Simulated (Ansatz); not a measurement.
System: WO$_{2}$ (charge 0, singlet). 
Coordinates optimised at B3LYP-D3(BJ)/def2-TZVP (Ansatz, a program for electronic structure):
```
W
O 1 1.6888
O 1 1.6888 2 104.54
```

Parts of the frozen-core correlation energy in def2-SVP (Ansatz, hartree). Frozen orbitals: 6; correlated occupied orbitals by spin: 9 and 9; virtual: 45 and 45. Spin-orbit coupling is left out. In def2 rows, elements after Kr have scalar-relativistic effective core potentials. The restricted reference is unstable.

```csv
term,value
reference (HF),-215.93108
MP2 opposite-spin,(withheld)
MP2 same-spin,-0.18678
CCSD correlation,(withheld)
(T),(withheld)
T1 diagnostic,0.041
largest doubles amplitude,0.142
```

Question: Fill in the missing entries.

Answer: 
- MP2 opposite-spin, value: -0.43471
- CCSD correlation, value: -0.57302
- (T), value: -0.03761
